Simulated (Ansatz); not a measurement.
C3H5BrO can be A, `O=CCCBr`, or B, `CC1(Br)CO1`.

Program: Ansatz. Geometries: PBE0-D4/def2-TZVP. ΔE: electronic, gas phase. CCSD(T)/CBS adds triple-zeta CCSD(T) − MP2 to the extrapolated MP2 energy (def2 sets, frozen cores). DFT in def2-TZVPP. B3LYP here is the variant with VWN-RPA as its local correlation; programs differ in this. For Br outer-core shells are correlated without core-valence functions, which leaves a few kJ/mol of doubt a bond. Scalar relativity is left out up to krypton. One conformer a species, not always the lowest.

Which is lower in electronic energy at CCSD(T)/CBS, and by how much? (Estimate.)

Ansatz gave: A, by 18.3 kcal/mol.

Give E(B) − E(A) in kcal/mol with CCSD(T)/def2-TZVPP, PBE0-D4, B3LYP, CCSD/def2-TZVPP, B2PLYP, MP2/def2-TZVPP, B3LYP-D4. (Estimate.)

Ansatz gave: CCSD(T)/def2-TZVPP 18.5, PBE0-D4 15.5, B3LYP 19.7, CCSD/def2-TZVPP 19.2, B2PLYP 19.3, MP2/def2-TZVPP 16.7, B3LYP-D4 19.5. None reverses the order clearly.

Largest T1 diagnostic: 0.011.

In def2-TZVPP, CCSD(T) changes the Hartree–Fock value by −6.1 kcal/mol (the triples alone add −0.7 kcal/mol) and MP2 by −7.9 kcal/mol.
